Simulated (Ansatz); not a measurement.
Input:

```yaml
crystal:
  periodic: [false, false, false]
  atoms:
    - { symbol: F, position_ang: [-2.358815, 1.41118, 0.813644] }
    - { symbol: C, position_ang: [-1.72434, 0.743332, -0.188112] }
    - { symbol: O, position_ang: [-0.482258, 0.344543, 0.270912] }
    - { symbol: Si, position_ang: [0.691659, -0.530913, -0.543747] }
    - { symbol: P, position_ang: [2.470918, -0.882192, 0.799853] }
    - { symbol: H, position_ang: [-1.630013, 1.430112, -1.053647] }
    - { symbol: H, position_ang: [-2.347564, -0.130172, -0.468173] }
    - { symbol: H, position_ang: [1.13426, 0.218814, -1.757704] }
    - { symbol: H, position_ang: [0.132934, -1.847775, -0.974722] }
    - { symbol: H, position_ang: [1.658015, -1.29602, 1.899821] }
    - { symbol: H, position_ang: [2.520603, 0.48199, 1.222374] }
basis:
  gaussian: { orbitals: def2-SVP }
hamiltonian:
  xc: b3lyp
  dispersion: d4
neb:
  order_check: false
  images: 7
  f_tol: 0.05
  max_iterations: 60
  initial_path: idpp
  final_atoms:
    - { symbol: F, position_ang: [-1.32053529, 0.9501733, 1.06743916] }
    - { symbol: C, position_ang: [-1.62403562, 0.84554089, -0.27856194] }
    - { symbol: O, position_ang: [-0.48339416, 0.64716101, -1.01489981] }
    - { symbol: Si, position_ang: [0.67977581, -0.52720979, -0.66656982] }
    - { symbol: P, position_ang: [1.93832511, 0.12719326, 1.10395504] }
    - { symbol: H, position_ang: [-2.09544461, 1.79021446, -0.59825274] }
    - { symbol: H, position_ang: [-2.33532244, 0.00173195, -0.38073379] }
    - { symbol: H, position_ang: [1.54441816, -0.58912696, -1.8725684] }
    - { symbol: H, position_ang: [-0.0165416, -1.83367621, -0.45724037] }
    - { symbol: H, position_ang: [2.74153888, -1.05853748, 1.04661223] }
    - { symbol: H, position_ang: [1.03661475, -0.41056543, 2.07131945] }
```

Command:

```bash
$ ansatz run input.yaml --threads 2 --pin off --max-ram 3072MiB --backend cpu --events-out ev --progress --plain --runs-dir out
```

Hardware: 2 threads of Arm Neoverse V1, on a shared host.

Task: Roughly how long does this run take, and how much memory?

Result: 8.3 min, with a peak of 0.24 GiB, for 27 band iterations.
